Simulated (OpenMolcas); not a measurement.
Ti⁺.

```yaml
Program: OpenMolcas
Basis: ANO-L-VQZP [7s6p4d3f2g]
Scalar_Hamiltonian: non-relativistic, point nucleus
Active_space: 3 electrons in 6 orbitals (3d 4s)
State_averaging: 2S+1 = 4 even, 20 roots; 2S+1 = 2 even, 52 roots
Spin-orbit_coupling: RASSI with atomic mean-field integrals over the reference wave functions, term energies averaged over their components
```

Two sets of levels on these reference wave functions, in cm⁻¹ above 3d² 4s ⁴F_3/2: one from CASSCF and one from MS-CASPT2, IPEA 0.25 Eh, imaginary shift 0.1 Eh (closed shells correlated: 3s 3p).

```
               Level  Set 1  Set 2
       3d² 4s ⁴F_3/2    0.0    0.0
       3d² 4s ⁴F_5/2   89.7   89.9
       3d² 4s ⁴F_7/2    216    216
       3d² 4s ⁴F_9/2    379    378
          3d³ ⁴F_3/2   1118   2350
          3d³ ⁴F_5/2   1210   2440
          3d³ ⁴F_7/2   1337   2570
          3d³ ⁴F_9/2   1495   2730
       3d² 4s ²F_5/2   3790   8300
       3d² 4s ²F_7/2   4040   8550
3d² 4s ²D_5/2 [58 %]   7860  12010
       3d² 4s ⁴P_1/2  10900  12030
3d² 4s ⁴P_5/2 [58 %]  11060  12300
          3d³ ²G_7/2   8640  13100
          3d³ ²G_9/2   8760  13220
          3d³ ²P_1/2   8110  14130
```

Problem. Which set is which?

Solution. Set 1 is MS-CASPT2. Its levels of the other terms of 3d² 4s lie at 0.46 to 0.91 of the other set's values, as expected, since terms of lower spin or lower L gain more correlation energy than the Hund ground term. Against 14 measured levels (NIST Handbook of Basic Atomic Spectroscopic Data) the mean absolute deviation is 450 cm-1 with it and 2100 cm-1 without; single levels miss by up to 1700 cm-1 with it.

CASPT2 breaks the degeneracy within a term, and the mean is taken; among the terms shown or strongly mixed into the levels shown the widest spread is 2100 cm-1 (3d² 4s ²F, MS-CASPT2). Over all roots computed the reference weight is 0.88 to 0.94 in MS-CASPT2; the roots of lowest weight are the least certain, and an intruder state may touch them. Configurations are named by rounded mean occupations; where the s occupation lies near a half they are strongly mixed, a name can repeat and a true partner stay unpaired. A single d shell beside an s shell can misplace configurations of different d count against each other. Without dynamic correlation excited terms often stand tens of per cent too high (terms of higher spin than the ground term too low), and those without a measured partner can miss by more than the paired ones (holds for CASSCF). Some levels mix across a computed gap that differs much from the measured one, so their mixing is not that of the real levels (holds for CASSCF). The CASPT2 spread within a term exceeds the gap to the next term for 3d² 4s ⁴F and 3d³ ⁴F, so the order of their levels is uncertain, and so are names and mixing where such terms share a J (holds for MS-CASPT2). Some terms miss by over 15 % even with CASPT2, which points to a basis or an active space too small for the shells correlated (holds for MS-CASPT2). Measured partners are found by configuration, term and J. A level has none where our copy of the source lacks it or the pairing is in doubt (some pairs that miss far off the trend of their configuration count as doubtful), and it then counts in no deviation. Only configurations of the active space appear. Levels that lie high or do not pair safely by name in every column are left out.

A share in square brackets marks a mixed level and gives the weight of the term that names it, the lowest over the columns.
